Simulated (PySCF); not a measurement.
HFMg (SMILES [F][MgH]), singlet, at a GFN2-xTB geometry (such geometries of metal compounds can be far from the true shape); PBE0/def2-SVPD, TDA in PySCF.

Here is a job for PySCF.
```python
from pyscf import gto, scf, dft, tdscf

mol = gto.Mole()
mol.atom = '''
    Mg   -0.000000   -0.000000   -0.621154
    H    -0.000000   -0.000000   -2.149800
    F     0.000000    0.000000    1.067072
'''
mol.basis = 'def2-svpd'
mol.charge = 0
mol.spin = 0
mol.verbose = 4
mol.build()

mf = dft.RKS(mol)
mf.xc = 'pbe0'
mf.kernel()
td = mf.TDA()
td.nstates = 5
td.kernel()
td.analyze()
```

The log (banner, timings and long lists left out):

```
PySCF version 2.14.0

[INPUT] verbose = 4
[INPUT] num. atoms = 3
[INPUT] num. electrons = 22
[INPUT] charge = 0
[INPUT] spin (= nelec alpha-beta = 2S) = 0
[INPUT] symmetry False subgroup None
[INPUT] Mole.unit = angstrom
[INPUT] Symbol           X                Y                Z      unit          X                Y                Z       unit  Magmom
[INPUT]  1 Mg     0.000000000000   0.000000000000  -0.621154000000 AA    0.000000000000   0.000000000000  -1.173810941178 Bohr   0.0
[INPUT]  2 H      0.000000000000   0.000000000000  -2.149800000000 AA    0.000000000000   0.000000000000  -4.062533222590 Bohr   0.0
[INPUT]  3 F      0.000000000000   0.000000000000   1.067072000000 AA    0.000000000000   0.000000000000   2.016473835192 Bohr   0.0

nuclear repulsion = 39.487367952734
number of shells = 22
number of NR pGTOs = 82
number of NR cGTOs = 52
basis = def2-svpd
ecp = {}

******** <class 'pyscf.dft.rks.RKS'> ********
method = RKS
initial guess = minao
damping factor = 0
level_shift factor = 0
DIIS = <class 'pyscf.scf.diis.CDIIS'>
diis_start_cycle = 1
diis_space = 8
diis_damp = 0
SCF conv_tol = 1e-09
SCF conv_tol_grad = None
SCF max_cycles = 50
direct_scf = True
direct_scf_tol = 1e-13
XC library pyscf.dft.libxc version 7.1.2
    S. Lehtola, C. Steigemann, M. J. T. Oliveira, and M. A. L. Marques,  SoftwareX 7, 1–5 (2018)
XC functionals = pbe0
    C. Adamo and V. Barone,  J. Chem. Phys. 110, 6158 (1999)
    M. Ernzerhof and G. E. Scuseria,  J. Chem. Phys. 110, 5029 (1999)
radial grids:
    Treutler-Ahlrichs [JCP 102, 346 (1995); DOI:10.1063/1.469408] (M4) radial grids

becke partition: Becke, JCP 88, 2547 (1988); DOI:10.1063/1.454033
pruning grids: <function nwchem_prune>
grids dens level: 3
symmetrized grids: False
atomic radii adjust function: <function treutler_atomic_radii_adjust>
small_rho_cutoff = 0
Set gradient conv threshold to 3.16228e-05
Initial guess from minao.
tot grids = 42656
init E= -300.079828733218
  HOMO = -0.34512170719114  LUMO = -0.0759844721465162  gap/eV = 7.32360
cycle= 1 E= -300.135139309329  delta_E= -0.0553  |g|= 0.656  |ddm|= 1.83
  HOMO = -0.190447273261569  LUMO = -0.0119983460811972  gap/eV = 4.85584
cycle= 2 E= -299.91209217672  delta_E= 0.223  |g|= 1.33  |ddm|=  1.4
  HOMO = -0.303990828294185  LUMO = -0.0242154603821279  gap/eV = 7.61308
cycle= 3 E= -300.215774695147  delta_E= -0.304  |g|= 0.0228  |ddm|= 0.852
  HOMO = -0.314668888868002  LUMO = -0.0227071939461911  gap/eV = 7.94468
cycle= 4 E= -300.216014490637  delta_E= -0.00024  |g|= 0.00844  |ddm|=  0.1
  HOMO = -0.310850546538976  LUMO = -0.0222322929208043  gap/eV = 7.85370
cycle= 5 E= -300.216040418962  delta_E= -2.59e-05  |g|= 0.00123  |ddm|= 0.0218
  HOMO = -0.310826937571083  LUMO = -0.0222503306926343  gap/eV = 7.85257
cycle= 6 E= -300.216040771344  delta_E= -3.52e-07  |g|= 0.00011  |ddm|= 0.00185
  HOMO = -0.310824759815082  LUMO = -0.0222497211851382  gap/eV = 7.85253
cycle= 7 E= -300.216040773525  delta_E= -2.18e-09  |g|= 1.98e-05  |ddm|= 0.000169
  HOMO = -0.31081994217923  LUMO = -0.0222482289805344  gap/eV = 7.85244
cycle= 8 E= -300.2160407736  delta_E= -7.51e-11  |g|= 2.73e-06  |ddm|= 3.04e-05
  HOMO = -0.310820366836363  LUMO = -0.0222482361000278  gap/eV = 7.85245
Extra cycle  E= -300.216040773599  delta_E= 1.14e-12  |g|= 4.3e-06  |ddm|= 5.73e-06
converged SCF energy = -300.216040773599

******** <class 'pyscf.tdscf.rks.TDA'> for <class 'pyscf.dft.rks.RKS'> ********
nstates = 5 singlet
deg_eia_thresh = 1.000e-03
wfnsym = None
conv_tol = 1e-05
eigh lindep = 1e-12
eigh level_shift = 0
eigh max_cycle = 100

Excitation energies (eV)
[7.02520987 7.02520987 7.34373074 7.96530584 7.96530584]

** Singlet excitation energies and oscillator strengths **
Excited State   1:      7.02521 eV    176.48 nm  f=0.2269
      11 -> 13       -0.63980
      11 -> 14        0.28484
Excited State   2:      7.02521 eV    176.48 nm  f=0.2269
      11 -> 13        0.28484
      11 -> 14        0.63980
Excited State   3:      7.34373 eV    168.83 nm  f=0.2671
      11 -> 12        0.67736
      11 -> 15        0.16029
Excited State   4:      7.96531 eV    155.66 nm  f=0.0844
       9 -> 12       -0.65378
      10 -> 12        0.24720
Excited State   5:      7.96531 eV    155.66 nm  f=0.0844
       9 -> 12       -0.24720
      10 -> 12       -0.65378

** Transition electric dipole moments (AU) **
state          X           Y           Z        Dip. S.      Osc.
  1        -0.6437      0.9509     -0.0000      1.3186      0.2269
  2         0.9509      0.6437     -0.0000      1.3186      0.2269
  3        -0.0000      0.0000      1.2185      1.4846      0.2671
  4        -0.3663      0.5460     -0.0000      0.4323      0.0844
  5         0.5460      0.3663      0.0000      0.4323      0.0844

** Transition velocity dipole moments (imaginary part, AU) **
state          X           Y           Z        Dip. S.      Osc.
  1        -0.1324      0.1956     -0.0000      0.0558      0.1440
  2         0.1956      0.1324     -0.0000      0.0558      0.1440
  3        -0.0000      0.0000      0.2897      0.0839      0.2074
  4        -0.0932      0.1389     -0.0000      0.0280      0.0637
  5         0.1389      0.0932      0.0000      0.0280      0.0637

** Transition magnetic dipole moments (imaginary part, AU) **
state          X           Y           Z
  1        -1.0500     -0.7107     -0.0000
  2        -0.7107      1.0500     -0.0000
  3        -0.0000      0.0000     -0.0000
  4         0.1723      0.1156     -0.0000
  5         0.1156     -0.1723      0.0000
```
